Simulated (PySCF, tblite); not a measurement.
H10N2SSi3.
Cartesian coordinates in Å at the GFN2-xTB level; atoms count from 1:
```
atom  x, y, z in Å
N1     1.990    0.961   -0.460
Si2    0.870   -0.265   -0.904
S3     1.857   -2.101   -0.387
N4    -0.597   -0.037   -0.008
Si5   -1.434   -1.426    0.654
Si6   -1.144    1.589    0.288
H7     1.705    1.922   -0.532
H8     2.952    0.856   -0.742
H9     0.556   -0.431   -2.322
H10    2.071   -1.802    0.883
H11   -2.814   -1.009    0.888
H12   -1.372   -2.505   -0.327
H13   -0.791   -1.816    1.912
H14   -0.793    2.378   -0.897
H15   -0.473    2.143    1.468
H16   -2.589    1.551    0.474
```

Method: wB97X-D/def2-SVPD in PySCF (dipole) on a GFN2-xTB geometry, gas phase.

Take the most abundant isotopes and a rigid rotor. The values belong to one conformer with, in the numbering `[NH2:1][Si@@H:2]([SH:3])[N:4]([SiH3:5])[SiH3:6]`, H–N1–Si2–S3 -174° and 47°, N1–Si2–S3–H 56°, N1–Si2–N4–Si5 -139°.

Task: What are A, B and C (MHz)?

Result: Ia = 260.59, Ib = 429.65, Ic = 644.50 u·Å²; 505379 MHz·u·Å²/I gives A = 1939, B = 1176, C = 784.1 MHz.

Task: Classify the top.

Result: An asymmetric top. Ray's parameter κ = (2B − A − C)/(A − C) = -0.321; −1 is the prolate and +1 the oblate limit.

Task: What does the inertial defect say?

Result: Not planar: Δ = Ic − Ia − Ib = -45.74 u·Å². For a rigid frame Δ = −2 Σ m c², so Σ m c² = 22.87 u·Å² lies off the ab plane: 12.12 from hydrogen and 10.75 from heavier atoms. The atom farthest from that plane is 1.95 Å away.

Task: Give the other two planar moments, Paa and Pbb, and the rms extents of the mass along the axes.

Result: Paa = Σ m a² = (Ib + Ic − Ia)/2 = 406.78 and Pbb = Σ m b² = (Ia + Ic − Ib)/2 = 237.72 u·Å². With the mass M = 153.99 u, the rms extents √(P/M) along a, b and c are 1.63, 1.24, 0.39 Å.

Task: Where do the levels up to J = 4 lie, in cm⁻¹?

Result: Above 0(0,0):
J = 1: 1(0,1) 0.0654, 1(1,1) 0.0908, 1(1,0) 0.1039
J = 2: 2(0,2) 0.1923, 2(1,2) 0.2085, 2(1,1) 0.2478, 2(2,1) 0.3241, 2(2,0) 0.3280
J = 3: 3(0,3) 0.3747, 3(1,3) 0.3829, 3(1,2) 0.4607, 3(2,2) 0.5203, 3(2,1) 0.5379, 3(3,1) 0.6824, 3(3,0) 0.6832
J = 4: 4(0,4) 0.6089, 4(1,4) 0.6123, 4(1,3) 0.7381, 4(2,3) 0.7788, 4(2,2) 0.8237, 4(3,2) 0.9500, 4(3,1) 0.9551, 4(4,1) 1.1689, 4(4,0) 1.1690

Task: Which types of transition are allowed, and where do some lines up to J = 3 fall?

Result: The dipole components are |μa| = 1.10 D, |μb| = 1.55 D, |μc| = 0.26 D. Intensities carry the squares of the components, which stand as 0.50 : 1.00 : 0.03 (a : b : c). Some lines, for components of 0.1 D or more:

```json
{"type": "c", "branch": "Q", "J(Ka,Kc)": "2(1,2) ← 2(0,2)", "MHz": "488", "lower level (cm⁻¹)": "0.192"}
{"type": "b", "branch": "Q", "J(Ka,Kc)": "1(1,0) ← 1(0,1)", "MHz": "1155", "lower level (cm⁻¹)": "0.065"}
{"type": "b", "branch": "Q", "J(Ka,Kc)": "2(1,1) ← 2(0,2)", "MHz": "1664", "lower level (cm⁻¹)": "0.192"}
{"type": "c", "branch": "Q", "J(Ka,Kc)": "2(2,1) ← 2(1,1)", "MHz": "2289", "lower level (cm⁻¹)": "0.248"}
{"type": "b", "branch": "Q", "J(Ka,Kc)": "3(2,1) ← 3(1,2)", "MHz": "2317", "lower level (cm⁻¹)": "0.461"}
{"type": "b", "branch": "R", "J(Ka,Kc)": "1(1,1) ← 0(0,0)", "MHz": "2723", "lower level (cm⁻¹)": "0.000"}
{"type": "b", "branch": "Q", "J(Ka,Kc)": "3(2,2) ← 3(1,3)", "MHz": "4118", "lower level (cm⁻¹)": "0.383"}
{"type": "c", "branch": "Q", "J(Ka,Kc)": "3(3,1) ← 3(2,1)", "MHz": "4332", "lower level (cm⁻¹)": "0.538"}
{"type": "b", "branch": "Q", "J(Ka,Kc)": "3(3,0) ← 3(2,1)", "MHz": "4355", "lower level (cm⁻¹)": "0.538"}
{"type": "b", "branch": "Q", "J(Ka,Kc)": "3(3,1) ← 3(2,2)", "MHz": "4860", "lower level (cm⁻¹)": "0.520"}
{"type": "a", "branch": "R", "J(Ka,Kc)": "3(2,2) ← 2(2,1)", "MHz": "5881", "lower level (cm⁻¹)": "0.324"}
{"type": "a", "branch": "R", "J(Ka,Kc)": "3(1,2) ← 2(1,1)", "MHz": "6382", "lower level (cm⁻¹)": "0.248"}
{"type": "b", "branch": "R", "J(Ka,Kc)": "2(2,0) ← 1(1,1)", "MHz": "7111", "lower level (cm⁻¹)": "0.091"}
{"type": "c", "branch": "R", "J(Ka,Kc)": "3(2,2) ← 2(1,2)", "MHz": "9347", "lower level (cm⁻¹)": "0.209"}
{"type": "b", "branch": "R", "J(Ka,Kc)": "3(2,1) ← 2(1,2)", "MHz": "9875", "lower level (cm⁻¹)": "0.209"}
```

Task: Estimate the classical rotational partition function at 25 K, 50 K and 500 K.

Result: Point group C1, symmetry number σ = 1; q = (√π/σ)·√((kT/h)³/(ABC)), k/h = 20836.6 MHz/K: 15800 at 25 K, 44600 at 50 K, 1410000 at 500 K.

Its lowest GFN2-xTB frequency is 12 cm⁻¹, too small to tell a flat minimum from a shallow saddle. These are rigid-rotor constants of the computed structure; measured ground-state constants (B0) also hold zero-point vibration. A rigid rotor knows nothing of inversion at nitrogen or internal rotation, which can split or shift real lines. Quadrupole hyperfine structure (14N) is left out.

Time: 2.0 min wall; peak memory 0.95 GiB. Hardware: an Intel Xeon at 2.50 GHz with one thread (shared host). This is the wB97X-D/def2-SVPD job that gave the dipole, with the excitations it also computed.
